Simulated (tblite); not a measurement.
C2H11AsSi2.
SMILES with atom numbers: `[CH3:1][Si@@H:2]([AsH2:3])[CH2:4][SiH3:5]` (hydrogens: H6, H7, H8 on C1; H9 on Si2; H10, H11 on As3; H12, H13 on C4; H14, H15, H16 on Si5)

Computed with GFN2-xTB (tblite), gas phase: L-BFGS steps from a force-field or distance-geometry start until the largest atomic force falls under 0.01 eV/Å.

The end geometry, which sets the zero of energy:
```
atom  x, y, z in Å
C1     -1.4460   -1.4008    0.5185
Si2    -0.7882   -0.0405   -0.6428
As3    -1.3127    2.0375    0.2895
C4      1.1109   -0.1950   -0.8109
Si5     2.0920    0.1256    0.7808
H6     -1.1413   -2.3920    0.2000
H7     -2.5324   -1.3842    0.5536
H8     -1.0816   -1.2506    1.5319
H9     -1.3664   -0.2985   -1.9853
H10    -2.6581    2.0658   -0.3753
H11    -0.7339    2.7641   -0.8889
H12     1.3623   -1.1807   -1.2002
H13     1.4388    0.5211   -1.5663
H14     1.7450    1.4580    1.3018
H15     1.7734   -0.8942    1.7855
H16     3.5304    0.0733    0.4965
```

Problem. These geometries come from the run, each turned onto the end geometry. Order them by energy, lowest first.
A.
```
atom  x, y, z in Å
C1     -1.4940   -1.4828    0.4450
Si2    -0.7914   -0.0682   -0.6232
As3    -1.3419    1.9600    0.4059
C4      1.1067   -0.2611   -0.7740
Si5     2.0990    0.2678    0.7537
H6     -1.4179   -2.4453   -0.0497
H7     -2.5443   -1.3033    0.6641
H8     -0.9691   -1.5564    1.3939
H9     -1.3552   -0.2514   -1.9846
H10    -2.5815    2.1112   -0.4308
H11    -0.5735    2.7449   -0.6160
H12     1.3433   -1.2931   -1.0280
H13     1.4390    0.3421   -1.6196
H14     1.7917    1.6742    1.0631
H15     1.7465   -0.5700    1.9046
H16     3.5349    0.1403    0.4840
```
B.
```
atom  x, y, z in Å
C1     -1.5657   -1.4171    0.1972
Si2    -0.6576    0.0006   -0.6961
As3    -1.1504    1.8816    0.6066
C4      1.2065   -0.4348   -0.7014
Si5     2.1934    0.4106    0.6822
H6     -1.4642   -2.3830   -0.2886
H7     -2.6266   -1.1807    0.2600
H8     -1.1836   -1.5188    1.2098
H9     -1.1427    0.0539   -2.0931
H10    -2.6259    1.5951    0.5124
H11    -1.2884    2.7877   -0.5834
H12     1.3138   -1.5142   -0.6043
H13     1.6315   -0.1809   -1.6713
H14     2.3542    1.8406    0.3679
H15     1.4963    0.3067    1.9781
H16     3.5015   -0.2383    0.8125
```
C.
```
atom  x, y, z in Å
C1     -1.5596   -1.4638    0.3111
Si2    -0.7312   -0.0324   -0.6388
As3    -1.2118    1.9710    0.4627
C4      1.1552   -0.3506   -0.6932
Si5     2.1628    0.3491    0.7555
H6     -1.6068   -2.3737   -0.2777
H7     -2.5778   -1.2043    0.5909
H8     -1.0115   -1.6902    1.2198
H9     -1.2187   -0.1033   -2.0372
H10    -2.6589    1.8807    0.0673
H11    -0.9307    2.7685   -0.7727
H12     1.3277   -1.4240   -0.7656
H13     1.5520    0.0797   -1.6126
H14     1.9946    1.8123    0.8383
H15     1.7286   -0.2531    2.0229
H16     3.5783    0.0430    0.5177
```
D.
```
atom  x, y, z in Å
C1     -1.6225   -1.4748    0.0916
Si2    -0.7129    0.0353   -0.6276
As3    -1.0497    1.9949    0.6310
C4      1.1593   -0.4574   -0.6140
Si5     2.3003    0.4697    0.5982
H6     -1.0314   -2.3724   -0.0498
H7     -2.5816   -1.6417   -0.3848
H8     -1.7989   -1.3585    1.1563
H9     -1.1050    0.1452   -2.0484
H10    -2.4589    1.6362    0.9865
H11    -1.6152    2.7785   -0.5147
H12     1.1884   -1.5277   -0.3808
H13     1.5577   -0.3650   -1.6300
H14     3.0519    1.4819   -0.1433
H15     1.5195    1.1382    1.6461
H16     3.1915   -0.4734    1.2723
```
E.
```
atom  x, y, z in Å
C1     -1.4552   -1.4530    0.4712
Si2    -0.8003   -0.0430   -0.6318
As3    -1.3318    1.9990    0.3745
C4      1.0969   -0.2283   -0.7956
Si5     2.0906    0.2030    0.7614
H6     -1.1619   -2.4283    0.0968
H7     -2.5405   -1.4332    0.5256
H8     -1.0718   -1.3586    1.4845
H9     -1.3750   -0.2494   -1.9845
H10    -2.6269    2.1105   -0.3784
H11    -0.6515    2.7684   -0.7197
H12     1.3312   -1.2484   -1.0982
H13     1.4353    0.4144   -1.6096
H14     1.8370    1.6078    1.1217
H15     1.6955   -0.6664    1.8753
H16     3.5207    0.0144    0.4953
```

Solution. E (0.003 eV), A (0.009 eV), C (0.029 eV), B (0.069 eV), D (0.205 eV).

In the order of the answer:

```tsv
step	E above end (eV)	largest force (eV/Å)	rms force component (eV/Å)	rms distance from end (Å)	rms bond change (Å)	bond most changed (Å)
151	0.003	0.01	0.005	0.126	0.000	As3–H10 +0.001
123	0.009	0.03	0.011	0.219	0.001	Si2–As3 +0.003
97	0.029	0.07	0.024	0.408	0.002	As3–H11 -0.004
63	0.069	0.11	0.040	0.656	0.003	Si5–H15 +0.009
13	0.205	0.42	0.098	1.010	0.009	Si2–C4 +0.023
```

The cost below is that of the whole relaxation. Time: 3.4 s. Hardware: an Intel Xeon at 2.50 GHz with one thread, shared host.
